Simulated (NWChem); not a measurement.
Molecule: C$_{2}$H$_{5}$FGe; SMILES C=[C](F)[GeH3]

All runs: NWChem. Medium grid unless said otherwise, to which SCAN and Minnesota functionals are sensitive. All runs use the structure optimised with PBE0/def2-SVP.

**Question.** Order these by “highest occupied level (eV)”, lowest first: OLYP/def2-SVP; B3LYP/def2-SVP; PW91/def2-SVP; M06/def2-SVP.

**Answer.** M06/def2-SVP (-7.65), B3LYP/def2-SVP (-7.32), PW91/def2-SVP (-6.36), OLYP/def2-SVP (-6.17)
